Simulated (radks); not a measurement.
Results of a calculation; reference values are marked as such.
The chlorine ion Cl2+ inside a hard spherical wall (all orbitals vanish at R), configuration held at [Ne] 3s2 3p3 and not refilled when levels cross. Code: a radial shooting solver on a logarithmic mesh with Libxc functionals. Model: scalar-relativistic Kohn-Sham, PBE, spin-unpolarised, spherical densities, point nucleus. Eigenvalues in eV, with the zero of energy where the potential of the charges vanishes at infinity; a dash marks a level that is unbound or too diffuse for the functional's potential to be trusted. A positive occupied level is held by the wall or, in an anion where self-interaction has pushed it up, behind a barrier. The pressure on the wall is -dE/dV.

| R (bohr) | E (hartree) | kinetic (hartree) | e(2s) | e(2p) | e(3s) | e(3p) | e(3d, empty) | e(4s, empty) | pressure (GPa) |
|---|---|---|---|---|---|---|---|---|---|
| free | -459.98826 | 462.119 | -280.59 | -219.61 | -44.917 | -31.685 | -13.969 | -12.507 | 0 |
| 10 | -459.98826 | 462.119 | -280.59 | -219.61 | -44.917 | -31.685 | -13.968 | -12.502 | < 0.0001 |
| 8 | -459.98826 | 462.119 | -280.59 | -219.61 | -44.917 | -31.685 | -13.964 | -12.424 | < 0.0001 |
| 7 | -459.98825 | 462.120 | -280.58 | -219.60 | -44.916 | -31.684 | -13.946 | -12.210 | 0.00175 |
| 6 | -459.98807 | 462.122 | -280.57 | -219.59 | -44.908 | -31.675 | -13.865 | -11.504 | 0.0333 |
| 5 | -459.98568 | 462.149 | -280.46 | -219.48 | -44.835 | -31.591 | -13.519 | -9.238 | 0.614 |
| 3 | -459.64759 | 464.188 | -274.74 | -213.67 | -40.629 | -26.486 | -5.605 | 25.074 | 210 |
| 2.5 | -458.87579 | 467.594 | -267.35 | -206.12 | -33.764 | -18.429 | 3.897 | 62.169 | 989 |
| 1.5 | -446.58075 | 503.590 | -221.03 | -157.92 | 51.814 | 70.102 | 80.400 | 368.65 | 38100 |
